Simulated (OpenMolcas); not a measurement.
## Co2+: effect of the metal basis

Co2+ with its 6 nearest oxide ions at 2.118 Å, on the Mg site of MgO (a = 4.2112 Å, distance in the model lattice 2.106 Å). The rest of the host is ab initio model potentials to 7.6 Å and point charges beyond; the distance is set by hand and nothing relaxes.

* Program: OpenMolcas 26.06
* Method: SS-CASPT2, IPEA 0.25 Eh, imaginary shift 0.1 Eh (closed shells correlated: 3s 3p and the ligand valence shells)
* Spin-orbit coupling: RASSI with atomic mean-field integrals over the reference wave functions

Fixed: ligand basis ANO-RCC-VDZP, active space 7 electrons in 5 orbitals (3d), DKH2 Hamiltonian.

States (labels of O, the rotations of Oh). Energies in cm-1 above the lowest state or level, χT in cm3 K/mol; under a threefold ground state the first gap can be a small split of the lowest multiplet, not the spin-orbit step.

```csv
Run,Metal basis,Ground state,First state of that spin,First gap with spin-orbit (degeneracies),χT at 300 K,First state of another spin,Cost
A,ANO-RCC-VDZP,4T1,4T2 10600,"360 (2, 4)",3.413,2E 8320,roughly 2.7 core-minutes
B,ANO-RCC-VTZP,4T1,4T2 9750,"360 (2, 4)",3.442,2E 9030,roughly 4 core-minutes
```

Against A, the first state of the same spin changes by -8.0 % in B.

Costs are those of the CASPT2 steps.

Roots that are degenerate in the reference are averaged as groups; the widest CASPT2 spread within a group is 140 cm-1 (the 2-fold group of multiplicity 2 near 28900 cm-1 above the lowest state of its run, B). Shifts and gaps below about the spread of the groups concerned are not significant. Over all roots computed the reference weight is 0.70 to 0.72 in A, 0.69 to 0.71 in B; a low but even weight reflects the number of correlated electrons. An orbital triplet at a regular site is open to Jahn-Teller coupling, which can distort the site and quench the lowest spin-orbit gaps and is left out. A single d shell leaves out the double-shell effect, which counts most for late 3d ions, where the CASPT2 field can be off either way by tens of per cent. Ligand-to-metal charge-transfer states are missing. These CASPT2 states fit no ligand-field parameters well, so their order and spin gaps are uncertain. For late 3d ions with one d shell CASPT2 can put B and the spin-flip bands somewhat low as well as high. With one d shell and no ligand orbital active, 10Dq can be off by tens of per cent for divalent 3d ions, low with halides held by bare charges and at times high in hosts. Free-ion shares, where given, are those of the reference states; single-state CASPT2 does not remix them. This shell can be high or low spin here, a state of another spin lies low, and with metal d orbitals alone active their balance is uncertain, so the ground spin may be wrong (holds for A). No measured value stands beside these numbers; the geometry was set by hand and not optimised.
